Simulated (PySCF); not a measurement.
Numbering as in the mapped SMILES `[O:1]=[S:2](=[O:3])([Cl:4])[C:5]([F:6])([F:7])[F:8]`.

- geometry from PBE0-D3(BJ)/def2-TZVP
- NMR shieldings at B97-2/pcSseg-2/GIAO
- program: PySCF
- non-relativistic Hamiltonian, single conformer, rapidly exchanging positions averaged, no solvent

Shifts are taken against calculated references (same method and geometry level): TMS for $^{13}$C (σ = 185.38 ppm); $^{17}$O (σ = 327.66 ppm) vs H2O; $^{33}$S (σ = 517.10 ppm) vs CS2; $^{35}$Cl (σ = 941.52 ppm) against HCl; $^{19}$F (σ = 175.98 ppm) vs CFCl3.

```tsv
atoms	nucleus	count	δ (ppm)
S2	$^{33}$S	1	347
O1/O3	$^{17}$O	2	266.5
F6/F7/F8	$^{19}$F	3	-85.3
Cl4	$^{35}$Cl	1	?
C5	$^{13}$C	1	?
```

Task: Estimate the values marked ?.

Result: 
- C5: 130.6 ppm, CF3 carbon; 3 electronegative neighbours deshield it
- Cl4: 550 ppm, chlorine bonded to S

Shifts are as computed. Against solution values, carbons near 30 ppm lie about +3 ppm off and those near 130 ppm about +7 ppm. Of 1211 compounds with measured shifts, 218 miss one by over three times the rms of a fit or turn the order of signals round; such compounds aren't used in these exercises. Unscaled 19F shifts against computed CFCl3 carry errors that often reach 10 to 50 ppm. Unscaled 17O shifts of doubly bonded oxygen tend to come out too high, by tens of ppm or more. Experimental scales use liquid or dissolved standards, which lie at an offset from isolated H2O (liquid H2O: subtract about 36 ppm).
